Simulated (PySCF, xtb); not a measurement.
Sn(H)3(SH) (H₄SSn), SMILES [SnH3][SH].

Harmonic wavenumbers (cm⁻¹) from xtb with GFN2-xTB at its own minimum, in rising order: 116, 336, 390, 402, 630, 683, 687, 703, 1527, 1735, 1796, 2447.

**Question.** What does B3LYP-D3(BJ)/def2-TZVP in PySCF give at its own minimum? (The exact figures need the calculation; the answer reports its results.)

**Answer.** 115, 343, 425, 462, 685, 707, 711, 731, 1922, 1923, 1948, 2672. Paired by order, the mean absolute difference is 99 cm⁻¹ and the zero-point energies are 16.4 and 18.1 kcal/mol.
